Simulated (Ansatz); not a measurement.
Relaxation of BBrClH₃ (6 atoms, charge 0, multiplicity 1), to a largest force component of 0.03 eV/Å in at most 50 steps.

Level of theory: Ansatz 0.2.0, RKS PBE0-D4/def2-TZVP.

```xyz
6
Properties=species:S:1:pos:R:3
B -0.049 0.229 -0.033
H -0.102 0.407 1.147
H 0.968 -0.023 -0.593
Cl -1.497 0.470 -0.949
Br -0.120 -2.774 1.182
H -0.196 -1.369 1.700
```

Task: Where does it end, and by what steps?

Result: It converged. The force dipped under the threshold on the way, but the program's further checks kept it going. After 23 steps the energy has fallen by 0.131 eV; H6 moved furthest, 0.91 Å.

```tsv
step	energy less start (eV)	largest force component (eV/Å)	accepted
0	0.0000	1.478	yes
1	-0.0471	0.642	yes
2	-0.0644	0.655	yes
3	-0.0745	0.394	yes
4	-0.0823	0.286	yes
5	-0.0835	0.650	yes
6	-0.1051	0.185	yes
7	-0.1117	0.089	yes
8	-0.1175	0.112	yes
9	-0.0995	1.008	no
10	-0.1224	0.046	yes
11	-0.1199	0.400	no
12	-0.1245	0.039	yes
13	-0.1263	0.108	yes
14	-0.1277	0.017	yes
15	-0.1280	0.057	yes
16	-0.1283	0.039	yes
17	-0.1273	0.256	no
18	-0.1285	0.094	yes
19	-0.1246	0.336	no
20	-0.1296	0.023	yes
21	-0.1298	0.126	yes
22	-0.1301	0.074	yes
23	-0.1312	0.006	yes
```

```xyz
6
Properties=species:S:1:pos:R:3
B 0.008 0.317 -0.124
H 0.108 0.712 0.994
H 0.941 0.004 -0.794
Cl -1.565 0.372 -0.875
Br 0.112 -2.448 1.051
H -0.602 -2.017 2.202
```

Whether the end is a true minimum wasn't checked by a vibrational analysis.

Time of the run: 35 s on 4 threads of Arm Neoverse V2, with other jobs on the host, peak memory 0.26 GiB.
